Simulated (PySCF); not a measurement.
PySCF 2.14.0 with density-fitted response routines calculation with geometry: GFN2-xTB and GIAO PBE0/pcSseg-1 shieldings; fast rotation and ring inversion assumed for equivalent nuclei, no solvent, non-relativistic, single conformer.

Scale: ¹H (σref 31.72), ¹³C (σref 186.93) against TMS (reference shieldings calculated alike). Acid and N–H amide carbonyl carbons lie up to 10 ppm further downfield in solution (hydrogen bonding). Shifts are as computed. Against solution values, carbons near 30 ppm lie about +3 ppm off and those near 130 ppm about +5 ppm; carbons on Cl a further +6 ppm. Of 1211 compounds with measured shifts, 218 miss one by over three times the rms of a fit or turn the order of signals round; such compounds aren't used in these exercises. Carbons bonded to Cl come out too deshielded. OH and NH positions are gas-phase values without hydrogen bonding to other molecules.

(1) Order these molecules by the shift of their most deshielded carbon-bound hydrogen, lowest δ first.
A. CC1=CCC/C(=C/Cl)C1
B. Cc1cpcc2ccccc12
C. C=C[C@@H](C(=O)NC)C(Cl)Cl
D. C#Cn1cccc1C#N

(2) How many ¹³C and ¹H signals does each give (equivalence by symmetry and fast rotation, but not about amide C–N or C=N bonds)? `Cc1cpcc2ccccc12`, `CC1=CCC/C(=C/Cl)C1`, `C#Cn1cccc1C#N`, `C=C[C@@H](C(=O)NC)C(Cl)Cl`

Results:

(1) A (5.97 ppm, hydrogen on an alkene CH), C (6.40 ppm, hydrogen on an sp3 CH bonded to 2 Cl), D (7.08 ppm, hydrogen on an aromatic CH), B (9.83 ppm, hydrogen on an aromatic CH).

(2) Cc1cpcc2ccccc12: 10 C, 7 H; CC1=CCC/C(=C/Cl)C1: 8 C, 6 H; C#Cn1cccc1C#N: 7 C, 4 H; C=C[C@@H](C(=O)NC)C(Cl)Cl: 6 C, 7 H.
